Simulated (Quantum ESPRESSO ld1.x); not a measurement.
The numbers below are computed, except where a source is named.
Excited configurations of Tb I: one electron is placed in a higher orbital outside [Xe] 4f9 6s1. The ground configuration is [Xe] 4f9 6s2. Code: ld1.x of Quantum ESPRESSO 7.5. Model: scalar-relativistic Kohn-Sham, BLYP, spin-unpolarised, spherical densities, point nucleus. Excitation = E - E(ground); binding = E(ion) - E, where the ion is the core of charge +1; n* = 1/sqrt(2 binding) in atomic units, and the quantum defect is n - n*.

outer orbital,excitation (eV),binding (eV),n*,quantum defect,eigenvalue (eV),<r> (bohr)
5d,2.491,3.626,1.937,3.063,-0.851,3.903
6p,2.672,3.445,1.987,4.013,-1.617,5.728
7s,4.059,2.058,2.571,4.429,-1.144,10.12
7d,5.197,0.921,3.844,3.156,-0.483,21.07

The Delta-SCF ionisation energy is 6.117 eV (NIST Atomic Spectra Database: 5.864 eV, measured). Self-interaction in the functional shifts the binding energies and quantum defects, so they are the method's values and not measured ones. Spin polarisation and multiplet splitting are left out, so open shells lie too high by an amount that depends on their filling. Spin-orbit splitting is averaged out at the scalar-relativistic level.

Beside tabulated values, note that spin-unpolarised runs miss the spin-polarisation part of the exchange energy of open shells.
